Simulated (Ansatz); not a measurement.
Ansatz (an electronic-structure program) input (PBE/STO-3G):

Ansatz 0.2 input:
```yaml
crystal:
  periodic: [false, false, false]
  atoms:
    - {symbol: C, position_ang: [-1.59398935, -0.83370354, -0.37739831]}
    - {symbol: C, position_ang: [-0.49357677, 0.03545247, 0.22280101]}
    - {symbol: C, position_ang: [-0.43300848, 1.41495467, -0.41984486]}
    - {symbol: C, position_ang: [0.92145471, -0.64229115, 0.12666913]}
    - {symbol: O, position_ang: [1.91351845, 0.05959811, 0.64735560]}
    - {symbol: H, position_ang: [-2.59056419, -0.38824469, -0.27109940]}
    - {symbol: H, position_ang: [-1.61277672, -1.81976512, 0.09913087]}
    - {symbol: H, position_ang: [-1.41502128, -0.99000838, -1.44735582]}
    - {symbol: H, position_ang: [-0.68524904, 0.16559733, 1.29663985]}
    - {symbol: H, position_ang: [-0.31333031, 1.32081206, -1.50685646]}
    - {symbol: H, position_ang: [0.45001133, 1.92484359, -0.02852270]}
    - {symbol: H, position_ang: [-1.33069180, 2.01690359, -0.23010263]}
    - {symbol: H, position_ang: [0.75946903, -1.67348806, 0.58478160]}
    - {symbol: H, position_ang: [1.02472484, -0.87990980, -0.98882185]}
basis:
  gaussian:
    orbitals: STO-3G
hamiltonian:
  xc: {name: PBE}
total_charge: -1
output: {forces: true}
```

Output:

```
Functional definition: PBE
integrals: 0.01 GiB planned
487 factors; integrals over basis functions are off by at most 4.7e-5 eV
mean field: 0.08 GiB planned
mean field evaluation 1: about -6244.7780 eV, gradient 3.2e1 eV
mean field evaluation 2: about -6138.8874 eV, gradient 1.7e2 eV
mean field evaluation 4: about -6248.1700 eV, gradient 5.7e0 eV
mean field evaluation 8: about -6248.1559 eV, gradient 9.9e-2 eV
mean field -6248.15596957 eV, -229.6154967295 hartree, gradient 4.9e-5 eV, S^2 0.000000; 0 other end points of the search recorded, 0 dependent functions left out
the calculation of the forces begins
reference -6248.15599105 eV, -229.6154975187 hartree; 21, 21 occupied and 13, 13 virtual orbitals, 487 factors
Total energy: -6248.15599105 eV, -229.6154975187 hartree
Atom 0 at    -1.593989    -0.833704    -0.377398 Å, force    -0.535159     0.170513    -0.078607 eV/Å
Atom 1 at    -0.493577     0.035452     0.222801 Å, force    -1.942486     0.209189     0.242433 eV/Å
Atom 2 at    -0.433008     1.414955    -0.419845 Å, force    -0.484067     0.087461    -0.377945 eV/Å
Atom 3 at     0.921455    -0.642291     0.126669 Å, force     4.386602     0.715179     0.864042 eV/Å
Atom 4 at     1.913518     0.059598     0.647356 Å, force     0.458015     0.582735     0.323872 eV/Å
Atom 5 at    -2.590564    -0.388245    -0.271099 Å, force    -0.713919     0.089871    -0.027631 eV/Å
Atom 6 at    -1.612777    -1.819765     0.099131 Å, force     0.030356    -0.462522     0.276078 eV/Å
Atom 7 at    -1.415021    -0.990008    -1.447356 Å, force     0.117801    -0.048202    -0.483470 eV/Å
Atom 8 at    -0.685249     0.165597     1.296640 Å, force    -0.333496     0.115296     0.489576 eV/Å
Atom 9 at    -0.313330     1.320812    -1.506856 Å, force     0.033230    -0.001032    -0.426163 eV/Å
Atom 10 at     0.450011     1.924844    -0.028523 Å, force     0.731006     0.242015     0.347102 eV/Å
Atom 11 at    -1.330692     2.016904    -0.230103 Å, force    -0.354229     0.430203     0.077679 eV/Å
Atom 12 at     0.759469    -1.673488     0.584782 Å, force    -0.884589    -1.508772     0.280400 eV/Å
Atom 13 at     1.024725    -0.879910    -0.988822 Å, force    -0.509065    -0.621933    -1.507366 eV/Å
Dipole moment:    -1.074796     0.184159    -0.294302 e Å
```

The dipole moment of an ion depends on the origin.

The geometry given is a B3LYP-D3(BJ)/def2-TZVP minimum.
